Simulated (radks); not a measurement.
The numbers below are computed, except where a source is named.
The oxygen anion O- inside a hard spherical wall (all orbitals vanish at R), configuration held at [He] 2s2 2p5 and not refilled when levels cross. Code: a radial shooting solver on a logarithmic mesh with Libxc functionals. Model: non-relativistic Kohn-Sham, r2SCAN, spin-unpolarised, spherical densities, point nucleus; meta-GGA in the generalised Kohn-Sham scheme. Eigenvalues in eV, with the zero of energy where the potential of the charges vanishes at infinity; a dash marks a level that is unbound or too diffuse for the functional's potential to be trusted. A positive occupied level is held by the wall or, in an anion where self-interaction has pushed it up, behind a barrier. The pressure on the wall is -dE/dV.

R (bohr) = 20: E (hartree) -75.07959; kinetic (hartree) 74.848; e(1s) -507.41; e(2s) -13.835; e(2p) 1.597; e(3s, empty) 2.435; e(3p, empty) 2.630; pressure (GPa) < 0.0001
R (bohr) = 8: E (hartree) -75.07631; kinetic (hartree) 74.862; e(1s) -506.88; e(2s) -13.369; e(2p) 2.035; e(3s, empty) 6.986; e(3p, empty) 8.930; pressure (GPa) 0.0826
R (bohr) = 7: E (hartree) -75.07279; kinetic (hartree) 74.877; e(1s) -506.55; e(2s) -13.104; e(2p) 2.293; e(3s, empty) 8.490; e(3p, empty) 11.072; pressure (GPa) 0.254
R (bohr) = 3.5: E (hartree) -74.83039; kinetic (hartree) 75.812; e(1s) -497.93; e(2s) -7.339; e(2p) 8.597; e(3s, empty) 34.267; e(3p, empty) 40.916; pressure (GPa) 67.0
R (bohr) = 3: E (hartree) -74.55596; kinetic (hartree) 76.779; e(1s) -491.87; e(2s) -3.529; e(2p) 12.967; e(3s, empty) 50.467; e(3p, empty) 57.091; pressure (GPa) 215
R (bohr) = 1.5: E (hartree) -65.97134; kinetic (hartree) 97.787; e(1s) -414.21; e(2s) 63.281; e(2p) 80.745; e(3s, empty) 305.33; e(3p, empty) 275.65; pressure (GPa) 22400
